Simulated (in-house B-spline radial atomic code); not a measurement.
Ionising Ge3+ with different functionals

Computed with an all-electron radial atomic-structure program (B-spline basis): non-relativistic Hamiltonian, point nucleus, spin-polarised at highest spin, spherical fractional occupations for the functionals, and exact exchange of hybrids averaged over the configuration. The ionisation energy is the difference of two self-consistent energies, [Ar] 3d10 4s1 → [Ar] 3d10, without Breit or QED terms; ε is the level of the shell that loses the electron (its least bound occupied spin orbital). There is no spin-orbit coupling in this Hamiltonian.

```json
{"method": "PBE0", "rung": "global hybrid", "ΔSCF (eV)": "45.59", "-ε(4s) (eV)": "41.57"}
{"method": "B3LYP", "rung": "global hybrid", "ΔSCF (eV)": "46.09", "-ε(4s) (eV)": "41.63"}
{"method": "TPSSh", "rung": "global hybrid", "ΔSCF (eV)": "45.43", "-ε(4s) (eV)": "40.81"}
{"method": "M06-2X", "rung": "global hybrid", "ΔSCF (eV)": "45.30", "-ε(4s) (eV)": "42.12"}
{"method": "BHandHLYP", "rung": "global hybrid", "ΔSCF (eV)": "45.54", "-ε(4s) (eV)": "42.71"}
{"method": "r2SCAN0", "rung": "global hybrid", "ΔSCF (eV)": "45.38", "-ε(4s) (eV)": "41.88"}
{"method": "B97-1", "rung": "global hybrid", "ΔSCF (eV)": "45.28", "-ε(4s) (eV)": "41.04"}
{"method": "HSE06", "rung": "range-separated hybrid", "ΔSCF (eV)": "45.67", "-ε(4s) (eV)": "41.30"}
{"method": "wB97X", "rung": "range-separated hybrid", "ΔSCF (eV)": "44.91", "-ε(4s) (eV)": "43.86"}
{"method": "CAM-B3LYP", "rung": "range-separated hybrid", "ΔSCF (eV)": "46.06", "-ε(4s) (eV)": "43.31"}
{"method": "LC-wPBE", "rung": "range-separated hybrid", "ΔSCF (eV)": "45.66", "-ε(4s) (eV)": "44.64"}
```

Problem. Among the functionals, which spreads more, the ΔSCF values or the orbital energies?

Solution. The orbital energies: ΔSCF values span about 1.18 eV and the orbital energies 3.83 eV.

Problem. How do they compare with the NIST value?

Solution. NIST lists 45.715 eV ± 0.0012 (measured, ground level to ground level). Errors run from -0.81 to +0.37 eV; HSE06 is closest (-0.04 eV), but part of that can be cancellation, since the calculations leave out relativity, Breit-QED terms.
